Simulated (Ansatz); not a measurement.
Consider the redistribution: `[OH][Zr]([F])([F])[F]` + `C[Si]1(Br)BC1` → `[CH3][Zr]([OH])([F])[F]` + `F[Si]1(Br)BC1`.

Program: Ansatz. Geometries: PBE0-D4/def2-TZVP. ΔE: electronic, gas phase. CCSD(T)/CBS is the MP2 limit (def2-TZVPP, def2-QZVPP) plus CCSD(T) − MP2 in def2-TZVPP, frozen cores. Functionals use def2-TZVPP. B3LYP here is the variant with VWN-RPA as its local correlation; programs differ in this. Elements past krypton have def2 core potentials. For Br, Zr outer-core shells are correlated without core-valence functions, which leaves a few kJ/mol of doubt a bond. Scalar relativity is left out up to krypton. One conformer a species, not always the lowest.

Task: Is it downhill or uphill in electronic energy at CCSD(T)/CBS, and by how much? (An estimate is asked.)

Result: The calculation gave: Uphill: ΔE = +103.4 kJ/mol.

Task: What do these levels give: r2SCAN-D4, PBE0-D4, B3LYP-D4, PBE, HF/CBS(def2), MP2/CBS(def2)? (An estimate is asked.)

Result: The calculation gave: r2SCAN-D4 108.7, PBE0-D4 111.1, B3LYP-D4 106.8, PBE 110.1, HF/CBS(def2) 102.9, MP2/CBS(def2) 107.8 kJ/mol.

Largest T1 diagnostic among the species: 0.017.
